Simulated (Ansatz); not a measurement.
Cost and result for the atomization energy of BBrH₄N₂ (`NB(N)Br`) (8 atoms, 7 bonds).

```
atom    x (Å)    y (Å)    z (Å)
  N1   1.1411   0.3534   0.4473
  B2  -0.0107   0.1572  -0.3267
  N3  -1.1244  -0.5991   0.0634
 Br4  -0.0685   1.0045  -2.0881
  H5   1.9129   0.9050   0.1222
  H6   1.2662  -0.0391   1.3634
  H7  -1.9263  -0.7095  -0.5285
  H8  -1.1903  -1.0724   0.9469
```

Charge 0, multiplicity 1. Correlated methods include outer-core shells of Br, which these sets cover unevenly. Scalar relativity is left out up to krypton. Geometry: relaxed with PBE0-D4/def2-TZVP. It is one conformer, not always the lowest. Program: Ansatz. Hardware: A = 2 threads of a server CPU on a shared host; B = 2 threads of an AMD EPYC 7R13 on a shared host and a share of an NVIDIA H100 80 GB. Times are those of one run each, without the atoms' runs, and a repeat can differ threefold. Electronic energies, without spin–orbit coupling; frozen cores. CCSD(T)/CBS adds CCSD(T) − MP2 in def2-TZVPP to the MP2 limit, and its time is that of the two runs behind it. T1 = 0.009. With those shells the extrapolation isn't a true limit.

CCSD(T)/CBS is a level of theory with its own doubt, some kJ/mol a heavy atom from the limit and from the frozen cores, so smaller differences don't rank the functionals.

| level | functions | wall time | atomization (kcal/mol) | difference from CCSD(T)/CBS | per bond |
| --- | --- | --- | --- | --- | --- |
| LDA (SPW92)/def2-TZVPP [A] | 197 | 1.3 s | 815.4 | 109.7 | 15.7 |
| BLYP-D4/def2-TZVPP [A] | 197 | 2.1 s | 712.0 | 6.3 | 0.9 |
| CAM-B3LYP-D4/def2-TZVPP [A] | 197 | 3.6 s | 713.2 | 7.5 | 1.1 |
| r2SCAN-D4/def2-TZVPP (with forces) [A] | 197 | 4.4 s | 706.9 | 1.2 | 0.2 |
| r2SCANh-D4/def2-TZVPP [A] | 197 | 4.6 s | 702.0 | -3.7 | -0.5 |
| CCSD(T)/def2-SVP [A] | 94 | 6 s | 658.3 | -47.4 | -6.8 |
| PBE-QIDH/def2-TZVPP [A] | 197 | 6.5 s | 701.1 | -4.6 | -0.7 |
| B97M-V/def2-TZVPP [A] | 197 | 7 s | 706.7 | 1.0 | 0.1 |
| ωB97X-V/def2-TZVPP [A] | 197 | 7 s | 708.8 | 3.1 | 0.5 |
| ωB97M-V/def2-TZVPP (with forces) [A] | 197 | 11 s | 710.8 | 5.1 | 0.7 |
| CCSD(T)/def2-QZVPP [B] | 380 | 29 s | 695.6 | -10.1 | -1.4 |
| CCSD(T)/def2-TZVPP [B] | 197 | 40 s | 682.4 | -23.3 | -3.3 |
| CCSD(T)/CBS(def2) | – | 69 s | 705.7 | 0.0 | 0.0 |

The D4 term adds +5.7 kcal/mol with B3LYP and +2.9 kcal/mol with PBE0; it sums over pairs of atoms, weighted by their polarisabilities, and B3LYP, whose exchange is more repulsive, gets the larger term. From r2SCAN to r2SCAN0 (25 % exact exchange), in def2-TZVPP and without D4, the atomization energy moves by −12.2 kcal/mol: exact exchange takes away binding that semilocal exchange gives to molecules. At CCSD(T), def2-SVP lies −47.3 kcal/mol from the extrapolated value and def2-TZVPP −23.3 kcal/mol: correlation converges slowly with the basis, and small sets miss more of it in the bonded molecule than in its fragments.

B3LYP here is the variant with VWN-RPA as its local correlation; programs differ in this.
